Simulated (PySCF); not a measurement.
CuCl, SMILES [Cl][Cu], multiplicity 1.

Coordinates come from a PBE0-D3(BJ)/def2-TZVPD optimisation. The spin state was assumed, not searched.

Calculation: PBE0-D3(BJ)/def2-TZVPD (PySCF).

Frequencies are harmonic and unscaled.

Computed harmonic wavenumbers and intensities:
```
mode  ν (cm⁻¹)  IR (km/mol)  Raman (Å⁴/amu)  depolarisation  moving atoms (share of kinetic energy)
----  --------  -----------  --------------  --------------  --------------------------------------
1          397         21.1             4.9            0.25                        Cl 64 %, Cu 36 %
```
